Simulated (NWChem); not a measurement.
System: BeSiH₃F; SMILES [F][Be][SiH3]

NWChem input:

```
start job
memory heap 200 mb stack 900 mb global 1100 mb
geometry units angstroms noautosym nocenter noautoz
  Be     0.000882     0.821002     0.000001
  F      0.001056     2.213735    -0.000009
  Si     0.000299    -1.345833     0.000006
  H      0.702883    -1.894160    -1.204401
  H     -1.394410    -1.893218    -0.006494
  H      0.691630    -1.894161     1.210906
end
basis spherical
  * library 6-31+g*
end
dft
  xc b3lyp
  iterations 150
end
tddft
  cis
  nroots 8
end
task tddft energy
```

The geometry was optimised at PBE0/def2-SVP.

Vertical excitations in the gas phase.

Problem. Predict the main results of this run. (B3LYP/6-31+G* (spherical d), TDA.) Quantities: lowest excitation, singlet (eV); oscillator strength of that lowest state; lowest state with f > 0.02, singlet (eV); oscillator strength of that bright state; lowest triplet (eV); orbital gap (eV).

Solution. 
```json
{
  "lowest excitation, singlet (eV)": "6.62",
  "oscillator_strength_of_that_lowest_state": "0.133",
  "lowest state with f > 0.02, singlet (eV)": "6.62",
  "oscillator_strength_of_that_bright_state": "0.133",
  "lowest triplet (eV)": "5.18",
  "orbital gap (eV)": "7.21"
}
```
